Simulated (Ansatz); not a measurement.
Program: Ansatz. Geometries: PBE0-D4/def2-TZVP. ΔE: electronic, gas phase. CBS: MP2 limit from def2 TZ/QZ plus the TZ coupled-cluster correction, frozen cores. Functionals use def2-TZVPP. For Ge, Sc outer-core shells are correlated without core-valence functions, which leaves a few kJ/mol of doubt a bond. Scalar relativity is left out up to krypton. Each species was taken in one conformer, which may not be the lowest.

Consider the redistribution: `[CH3][Sc]([F])[Cl]` + `[OH][Ge][Cl]` → `[OH][Sc]([F])[Cl]` + `[CH3][Ge][Cl]`.

CCSD(T)/CBS gives -83.4 kJ/mol.

(1) Another level gave -79.7 kJ/mol. Which?
A. revPBE/def2-TZVPP
B. B2PLYP/def2-TZVPP
C. r2SCANh/def2-TZVPP
D. MP2/def2-TZVPP

(2) What do rigid-rotor, harmonic-oscillator terms from PBE0-D4/def2-TZVP frequencies (298.15 K, 1 bar) make of the CCSD(T)/CBS value? (An estimate is asked.)

Largest T1 diagnostic among the species: 0.016.

Answers

(1) C. r2SCANh -79.7, B2PLYP -83.8, MP2/def2-TZVPP -88.9, revPBE -74.9 kJ/mol.

(2) The calculation gave: ΔZPE = +1.9 kJ/mol, ΔH = -81.6 kJ/mol, ΔS = -16 J/(mol·K), ΔG = -76.9 kJ/mol. Modes under 50 cm⁻¹ make the entropy rough.

At CCSD(T), def2-SVP lies −17.9 kJ/mol from the extrapolated value and def2-TZVPP −4.1 kJ/mol. Leaving LDA and LC-ωPBE aside and taking each functional with its dispersion term where it has one, the values, not all of them listed here, spread over 9.4 kJ/mol, from PBE-QIDH to B97M-V. LDA lies −4.6 kJ/mol from PBE without D4.
